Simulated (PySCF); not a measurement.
## Structure from NMR data

The spectra below were simulated for a compound C4H16N2OSi2.

¹H NMR (500 MHz, computed): δ 4.32 (m, 1H), 3.22 (s, 3H), 2.60 (s, 3H), 1.18 (d, 3H), 1.17 (d, 3H), 0.77 (br s, 2H), 0.72 (br s, 1H).

¹³C{¹H} NMR (computed): δ 65.9 (CH), 29.0 (CH3), 28.4 (CH3), 28.0 (CH3).

- GFN2-xTB geometry
- PBE0/pcSseg-1 with gauge-including orbitals
- program: PySCF 2.14.0 with density-fitted response routines
- equivalent nuclei averaged, isolated molecule, one computed conformer, no relativistic terms

Shifts are taken against calculated references (same method and geometry level): ¹H (σ = 31.72 ppm) and ¹³C (σ = 186.93 ppm) vs TMS.

Question: Choose the structure that fits.
A. CC(C)O[Si@H](C)[SiH](N)N
B. CN[Si@@H](N)O[Si](C)(C)C
C. CN[Si@](N)([SiH3])OC(C)C

Answer: C. 

Rings plus π bonds: 0. 4 carbon signals for 4 carbons: no two carbons are equivalent. Carbon types of the structure: 1 × CH, 3 × CH3, leaving 6 H on heteroatoms. δC 65.9: sp3 CH bonded to O; pulled downfield by the heteroatom. δC 29.0: methyl carbon bonded to N; pulled downfield by the heteroatom. δH 4.32: hydrogen on an sp3 CH bonded to O; its carbon carries O, an electronegative neighbour. δH 2.60: hydrogen on a methyl carbon bonded to N; its carbon carries N, hence the downfield position. δH 0.77: hydrogen on a nitrogen bonded to Si; exchangeable; this is the value without hydrogen bonding to other molecules.

The others: CC(C)O[Si@H](C)[SiH](N)N would give 6 signals for carbon-bound and other non-exchanging H, not 5; CN[Si@@H](N)O[Si](C)(C)C would give 2 carbon signals, not 4.

Exchangeable OH/NH protons stand at their gas-phase positions; hydrogen bonding in a real sample shifts them, mostly to higher δ. Shifts are as computed. Against solution values, carbons near 30 ppm lie about +3 ppm off and those near 130 ppm about +5 ppm. Of 1211 compounds with measured shifts, 218 miss one by over three times the rms of a fit or turn the order of signals round; such compounds aren't used in these exercises. Multiplicities follow the n + 1 count of equivalent neighbours, as no J values were calculated; m marks all less simple cases, F and P coupling included.
